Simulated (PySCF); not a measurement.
SMILES c1cc(cc(c1)C(=O)C)C=C (C₁₀H₁₀O), GFN2-xTB optimised geometry.

```
21

C     -3.36    -1.92     0.00
C     -2.04    -1.73     0.00
C     -1.34    -0.45     0.00
C     -2.01     0.78     0.00
C     -1.30     1.97     0.00
C      0.08     1.95     0.00
C      0.77     0.74     0.00
C      2.26     0.79     0.00
C      3.00    -0.52    -0.04
O      2.85     1.85     0.03
C      0.05    -0.45     0.00
H     -3.78    -2.91     0.00
H     -4.07    -1.11    -0.01
H     -1.39    -2.59     0.00
H     -3.09     0.81     0.00
H     -1.83     2.91     0.00
H      0.65     2.87     0.00
H      2.72    -1.08    -0.93
H      2.75    -1.12     0.84
H      4.07    -0.33    -0.05
H      0.56    -1.40     0.00
```

Density from PySCF 2.14.0 with CAM-B3LYP/def2-SVP at that geometry.

Minimum of the electron density along straight lines between bonded atoms, close to the bond critical point (lines longer than 1.1 times the sum of covalent radii, or with two minima, are not listed):

```csv
bond,length / Å,ρ at the minimum / e bohr⁻³,∇²ρ there / e bohr⁻⁵,position (fraction from the first atom)
C1–C2,1.327,(withheld),-0.93,0.50
C2–C3,1.459,0.277,-0.69,0.50
C3–C4,1.397,0.308,-0.79,0.50
C4–C5,1.382,0.316,-0.83,0.50
C5–C6,1.382,0.317,-0.83,0.50
C6–C7,1.396,0.309,-0.79,0.50
C7–C8,1.487,0.270,-0.67,0.50
C8–C9,1.510,0.259,-0.63,0.51
C8–O10,1.211,(withheld),(withheld),0.33
C3–C11,1.394,0.310,-0.80,0.50
C7–C11,1.391,0.311,-0.79,0.50
C1–H12,1.076,0.284,-1.10,0.64
C1–H13,1.076,0.284,-1.10,0.64
C2–H14,1.084,0.283,-1.08,0.63
C4–H15,1.079,0.286,-1.11,0.64
C5–H16,1.080,0.284,-1.10,0.64
C6–H17,1.080,0.287,-1.14,0.65
C9–H18,1.088,0.275,-1.01,0.63
C9–H19,1.088,0.275,-1.01,0.63
C9–H20,1.087,0.278,-1.06,0.64
C11–H21,1.080,0.285,-1.09,0.63
```

Question: Some entries are withheld; supply them.

Answer: 
- C1–C2, ρ at the minimum / e bohr⁻³: 0.345
- C8–O10, ρ at the minimum / e bohr⁻³: 0.409
- C8–O10, ∇²ρ there / e bohr⁻⁵: 0.38
